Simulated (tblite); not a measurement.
Compound: C9H10NP.
Cartesian coordinates in Å at the GFN2-xTB level; atoms count from 1:
```xyz
21
C9H10NP angstrom
C      0.5596   -3.1784    0.2415
C      0.9676   -2.0840   -0.0421
C      1.5170   -0.8429   -0.4066
C      2.6693   -0.6749   -1.1400
P      3.0683    1.0145   -1.3622
C      1.6606    1.4096   -0.4565
N      0.9494    0.3424   -0.0356
C     -0.2518    0.4129    0.7558
C     -1.4682   -0.3857    0.2491
C     -2.3572    0.8253    0.5664
C     -1.0960    1.6951    0.6720
H      0.1898   -4.1264    0.4944
H      3.2470   -1.4977   -1.5210
H      1.3290    2.3995   -0.2006
H     -0.0105    0.1543    1.7938
H     -1.4013   -0.5879   -0.8177
H     -1.6876   -1.3119    0.7726
H     -3.0731    1.1109   -0.2000
H     -2.8752    0.7218    1.5170
H     -0.9141    2.2481   -0.2466
H     -1.0316    2.3722    1.5206
```

Method: GFN2-xTB as coded in tblite; computed harmonic values from a numerical Hessian at the method's own geometry, unscaled. The method is semi-empirical: single wavenumbers can be off by several per cent or more. One conformer, not necessarily the lowest.

Harmonic wavenumbers (cm⁻¹): 34.1, 88.2, 115.1, 129.8, 161.6, 177.8, 324.5, 350.4, 363.1, 424.5, 472.9, 529.2, 531.9, 572.7, 648.9, 671.3, 679.5, 718.9, 771.6, 784.1, 820.1, 854.0, 879.2, 954.4, 975.7, 988.8, 1030.6, 1059.2, 1089.1, 1119.8, 1127.0, 1167.7, 1182.3, 1199.0, 1208.4, 1226.4, 1246.9, 1251.8, 1258.4, 1316.4, 1396.2, 1401.9, 1466.9, 1471.4, 1472.6, 1490.9, 2248.6, 2906.5, 3009.3, 3017.9, 3023.8, 3028.3, 3031.4, 3037.9, 3128.1, 3129.8, 3399.8.

A = 1438, B = 831.9, C = 549.0 MHz; mass 163.055 u (most abundant isotopes); point group C1, symmetry number 1.

Question: What is the zero-point energy?

Answer: Half the sum of the wavenumbers: 36083 cm⁻¹ = 431.65 kJ/mol.

Question: Give the ideal-gas entropy at 273.15 K and 1 bar in the rigid-rotor, harmonic-oscillator model (classical rotation).

Answer: Translation 170.57, rotation 126.82, vibration 115.71: S = 413.1 J/(mol K).

Question: And Cp and H(273.15 K) − H(0)?

Answer: Cp = 162.16 J/(mol K), of which vibrations give 128.90 (their classical limit is 57 R = 473.9); H(273.15 K) − H(0) = 25.97 kJ/mol without the zero-point energy, 16.89 from vibrations.

Question: What must be added to the electronic energy to get the Gibbs energy at 273.15 K and 1 bar?

Answer: ZPE + [H(273.15 K) − H(0)] − T·S = 431.65 + 25.97 − 112.84 = 344.78 kJ/mol.

Question: Which modes carry the vibrational entropy at 273.15 K?

Answer: 34.1 cm⁻¹: 22.60; 88.2 cm⁻¹: 14.76; 115.1 cm⁻¹: 12.60; 129.8 cm⁻¹: 11.64; 161.6 cm⁻¹: 9.90; 177.8 cm⁻¹: 9.16 J/(mol K); the other 51 give 35.05 together.

Hindered rotation and anharmonicity are outside this model. Other conformers, if any are populated, would add a mixing term that is left out. The structure is chiral; the term R ln 2 for an equal mix with its mirror image is left out.
